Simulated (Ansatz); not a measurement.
# Worked example: the barrier

An elementary step of SiH$_{4}$SO$_{3}$, singlet (SiH₄SO₃ ([OH][Si]([OH])([OH])[SH]) → SiH₂O₃ ([O][Si]([OH])[OH]) + H₂S (still joined by a long Si–S bond); bonds formed: S2–H4; bonds broken: O3–H4; bonds weakened to dative contacts: Si1–S2). “Start” is the structure reached by relaxing down from the saddle towards the reactants; PBE0-D4/def2-TZVP structures. The saddle:

```json
{"atom": "Si1", "x (Å)": "-0.4087", "y (Å)": "-0.3630", "z (Å)": "-0.0622"}
{"atom": "S2", "x (Å)": "1.4856", "y (Å)": "0.9362", "z (Å)": "0.7940"}
{"atom": "O3", "x (Å)": "-0.0502", "y (Å)": "-1.4546", "z (Å)": "0.9622"}
{"atom": "H4", "x (Å)": "1.2018", "y (Å)": "-0.3489", "z (Å)": "1.3338"}
{"atom": "O5", "x (Å)": "-1.7061", "y (Å)": "0.6142", "z (Å)": "0.0674"}
{"atom": "O6", "x (Å)": "-0.0784", "y (Å)": "-0.4747", "z (Å)": "-1.6468"}
{"atom": "H7", "x (Å)": "2.3182", "y (Å)": "0.4312", "z (Å)": "-0.1322"}
{"atom": "H8", "x (Å)": "-2.1618", "y (Å)": "0.5767", "z (Å)": "0.9115"}
{"atom": "H9", "x (Å)": "-0.6006", "y (Å)": "0.0832", "z (Å)": "-2.2278"}
```

Program: Ansatz 0.2.0. Basis: def2-TZVPP and def2-QZVPP. Cores are frozen in the correlated methods.

Energies in eV:

| quantity | saddle | start |
| --- | --- | --- |
| Hartree–Fock, triple zeta (X = 3) | -24860.91291 | -24863.61777 |
| Hartree–Fock, quadruple zeta (X = 4) | -24861.78715 | -24864.48903 |
| MP2 correlation, X = 3 | -28.15251 | -27.56863 |
| MP2 correlation, X = 4 | -30.48383 | -29.90686 |
| CCSD(T) correlation, X = 3 | -29.87928 | -29.34909 |

(1) Work out the barrier at the basis limit: extrapolate Hartree–Fock as E(X) = E∞ + A exp(−7.88 √X) and the MP2 correlation as E(X) = E∞ + B X^−2.97 (the exponents that Neese and Valeev fitted for def2-TZVPP and QZVPP), then add CCSD(T) − MP2 in triple zeta.

T1 diagnostic: at most 0.015.

Answers

(1) Each step is linear, so take the differences first (saddle − start): Hartree–Fock 2.70486 (X = 3) and 2.70188 (X = 4); MP2 correlation -0.58388 and -0.57697; CCSD(T) correlation -0.53019.
Two points give E∞ = E(4) + w [E(4) − E(3)], with w = 1/(exp(7.88 (2 − √3)) − 1) = 0.1377 for Hartree–Fock and w = 1/((4/3)^2.97 − 1) = 0.7407 for the correlation.
Hartree–Fock: 2.70188 + 0.1377 × (-0.00298) = 2.7015 eV.
MP2 correlation: -0.57697 + 0.7407 × 0.00691 = -0.5719 eV.
CCSD(T) − MP2: -0.53019 − (-0.58388) = 0.0537 eV.
Sum: 2.7015 + (-0.5719) + 0.0537 = 2.1833 eV, or 50.35 kcal/mol. Plain CCSD(T) in triple zeta gives 2.1747 eV, so the larger basis shifts the result by 0.0086 eV.

Labels in which every atom is bracketed show which atoms are joined, not bond orders.

For scale, one of the runs: CCSD(T)/def2-TZVPP, 233 basis functions, launched by `ansatz run in.yaml --threads 4 --pin off --events-out ev --progress --plain --max-ram 9574MiB`. Time: 2 min of wall clock on 4 CPU threads of an Arm Neoverse V2; the host was shared. Peak host memory: 4.1 GiB.
